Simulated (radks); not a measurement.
Task: Os0.5+, 75.5 electrons, occupied as [Xe] 4f14 5d5 6s1 6p1.5 (fractional occupations, a model configuration). All-electron calculation, scalar-relativistic Kohn-Sham, PBEsol, spin-unpolarised, spherical densities, finite nucleus; Fermi nuclear charge, rms radius 5.4126 fm. Program: a radial shooting solver on a logarithmic mesh with Libxc functionals. Some entries of the table are withheld. Estimate them.

orbital  occ.  eigenvalue (eV)  <r^2> (bohr^2)
1s          2        -73828.56       0.0004338
2s          2        -12866.97        0.006646
2p          6        -11209.89        0.005533
3s          2        -3001.313         0.04303
3p          6        -2514.518         0.04390
3d         10        -1969.491         0.03638
4s          2        -640.3555          0.2106
4p          6        -480.6084          0.2401
4d         10        -282.0312          0.2769
5s          2        -100.7387             (1)
4f         14         -61.3359          0.3814
5p          6         -59.8623           1.528
5d          5         -14.2129           3.373
6s          1         -12.0365           8.359
6p        1.5          -5.6882             (2)

Result: 
(1) 5s <r^2> (bohr^2): 1.131
(2) 6p <r^2> (bohr^2): 15.29
